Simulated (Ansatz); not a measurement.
A nudged elastic band was laid between two geometries of CH7BN2 + H2O (14 atoms, charge 0, multiplicity 1).

Computed with RKS PBE0/def2-SVP (Ansatz 0.2.0).

- movable images: 7
- climbing image: yes
- spring: 5.0 eV/Å²
- optimiser: quadratic models (default)
- start path: through a guess of the saddle point
- force threshold: 0.05 eV/Å
- iteration limit: 60
- end points: relaxed

Initial state:

```xyz
14
Properties=species:S:1:pos:R:3
B 0.019 0.226 0.039
N -0.012 0.135 1.471
H -0.885 0.243 1.970
H 0.788 0.372 2.044
N 1.242 0.403 -0.638
H 1.308 0.349 -1.644
H 2.142 0.431 -0.179
C -1.346 0.132 -0.762
H -2.068 -0.549 -0.281
H -1.829 1.124 -0.807
H -1.209 -0.206 -1.801
O 0.287 -2.773 0.988
H -0.523 -2.945 0.499
H 0.170 -1.854 1.286
```

Final state:

```xyz
14
Properties=species:S:1:pos:R:3
B 0.089 -0.709 -0.723
N -0.243 -0.204 2.398
H -0.246 0.534 3.101
H 0.396 0.104 1.662
N 1.229 0.124 -0.618
H 2.156 -0.259 -0.488
H 1.210 1.109 -0.837
C -1.350 -0.111 -0.988
H -1.883 -0.066 -0.022
H -1.332 0.909 -1.401
H -1.948 -0.738 -1.668
O 0.305 -2.052 -0.526
H -0.516 -2.550 -0.539
H 0.216 -1.003 2.834
```

(1) What changes between the two ends?

(2) What energy profile does the band end with?

(3) What is the geometry of the highest image?

(4) What are the harmonic wavenumbers there?

The band took 18 iterations and roughly 11 core-minutes.

Answers

(1) Bonds broken: B1–N2, O12–H14. Bonds formed: B1–O12, N2–H14. CH7BN2 + H2O becomes CH6BNO + H3N.

(2) It converged. The highest image is number 3 of 0 to 8, 23.4 kcal/mol above the first end and 28.6 kcal/mol above the last; the last end lies 5.2 kcal/mol below the first. A vibrational analysis at the climbing image gives one clearly imaginary mode, 1062i cm⁻¹: a first-order saddle point. The orbitals stay closed-shell, which can raise the energy where a bond breaks towards radicals; this wasn't checked here.

```tsv
image	path coordinate (Å)	energy (kcal/mol)	B1–N2 (Å)	O12–H14 (Å)	B1–O12 (Å)
0	0.00	0.0	1.44	0.97	3.16
1	0.86	1.4	1.43	0.97	2.88
2	1.73	12.5	1.44	0.98	2.40
3	2.59	23.4	1.57	1.16	1.64
4	3.40	3.3	1.73	2.04	1.45
5	4.21	0.6	2.14	2.54	1.40
6	5.02	-3.1	2.68	2.92	1.38
7	5.83	-4.8	3.02	3.24	1.38
8	6.64	-5.2	3.18	3.52	1.37
```

(3) 
```xyz
14
Properties=species:S:1:pos:R:3
B 0.088 -0.357 0.113
N -0.031 -0.148 1.669
H -0.890 0.243 2.046
H 0.782 0.293 2.091
N 1.421 0.096 -0.371
H 1.668 -0.330 -1.261
H 1.451 1.103 -0.519
C -1.276 -0.055 -0.689
H -2.185 -0.470 -0.216
H -1.437 1.033 -0.776
H -1.236 -0.446 -1.720
O 0.230 -1.977 0.346
H -0.587 -2.420 0.090
H 0.087 -1.479 1.382
```

(4) 1062i, 169, 215, 284, 294, 328, 389, 415, 555, 650, 671, 692, 758, 784, 810, 844, 877, 927, 1049, 1156, 1231, 1329, 1446, 1448, 1531, 1571, 1588, 1948, 3023, 3106, 3125, 3556, 3568, 3638, 3674, 3879 cm⁻¹.

The run took 2.9 min on 4 threads of Arm Neoverse V2 (shared host), peak memory 0.27 GiB.
